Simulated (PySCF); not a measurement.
Al(Me)2(H) (C2H7Al), SMILES [CH3][AlH][CH3]. Geometry optimised at PBE-D3(BJ)/def2-SVP. The isomer is the one that the SMILES or the coordinates give; other isomers of the formula were not compared.

Computed equilibrium geometry at PBE-D3(BJ)/def2-SVP (PySCF confirms it by a frequency run) as Cartesian coordinates in Å, and its point group:
point group C2.
```xyz
10

Al     0.0000     0.0000     0.5077
C      1.7331    -0.0004    -0.4264
H      2.3298     0.8960    -0.1475
H      1.6460    -0.0172    -1.5320
H      2.3473    -0.8755    -0.1202
C     -1.7331     0.0004    -0.4264
H     -2.3298    -0.8960    -0.1475
H     -1.6460     0.0172    -1.5320
H     -2.3473     0.8755    -0.1202
H      0.0000     0.0000     2.1173
```
